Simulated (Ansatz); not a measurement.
Relaxation of Si3Mo⁺ with UKS r2SCAN-D4/def2-SVP.

```sh
$ ansatz run in.yaml --threads 4 --pin off --events-out ev --progress --plain --max-ram 3916MiB
```

```yaml
crystal:
  periodic: [false, false, false]
  atoms:
    - {symbol: Mo, position_ang: [-0.159053, -0.254144, -1.312275]}
    - {symbol: Si, position_ang: [0.068553, -1.233509, 0.819134]}
    - {symbol: Si, position_ang: [1.355662, 0.715159, 0.093035]}
    - {symbol: Si, position_ang: [-1.265171, 0.772494, 0.400106]}
basis:
  gaussian: {orbitals: def2-SVP}
total_charge: 1
magnetization: {spin_polarized: true, initial_magnetization: 3}
hamiltonian: {xc: r2scan, dispersion: d4}
scf: {omitted_lower_state_checks: [starts]}
output: {orbitals: {seedname: orbitals}}
relax: {f_tol: 0.02, max_steps: 100}
```

Run time 39 s (4 threads of Arm Neoverse V2 on a shared host).

Positions (Å) and forces (eV/Å) at steps 1, 2, 3, 4 of 4:

```xyz
4
step=1 energy=-25468.8133 eV
Mo   -0.159   -0.254   -1.312   -0.297   -0.956   -2.352
Si    0.069   -1.234    0.819    0.053   -0.232    0.501
Si    1.356    0.715    0.093    0.217    0.593    0.915
Si   -1.265    0.772    0.400    0.027    0.595    0.937
4
step=2 energy=-25469.0405 eV
Mo   -0.169   -0.308   -1.391   -0.099   -0.312   -0.781
Si    0.068   -1.248    0.820    0.020   -0.023    0.167
Si    1.298    0.751    0.139   -0.003    0.168    0.312
Si   -1.197    0.806    0.432    0.082    0.167    0.302
4
step=3 energy=-25469.0836 eV
Mo   -0.178   -0.349   -1.454   -0.023   -0.059   -0.181
Si    0.068   -1.236    0.817    0.008   -0.194    0.098
Si    1.254    0.766    0.178    0.199    0.122    0.020
Si   -1.145    0.819    0.459   -0.184    0.131    0.064
4
step=4 energy=-25469.0882 eV
Mo   -0.179   -0.355   -1.464    0.000   -0.001    0.004
Si    0.069   -1.245    0.819    0.000   -0.005   -0.002
Si    1.262    0.773    0.181    0.005    0.003   -0.001
Si   -1.152    0.826    0.464   -0.005    0.003    0.000
```

In the def2 sets Mo takes a core potential; there is no spin–orbit coupling. The charge 1 quartet is spin-contaminated (final ⟨S²⟩ up to 4.47, 3.75 for a pure state). At r2SCAN-D4/def2-SVP a doublet of charge 1 lies 0.95 eV below the quartet, each at its own geometry. The structure comes from a short search, and lower isomers may exist.
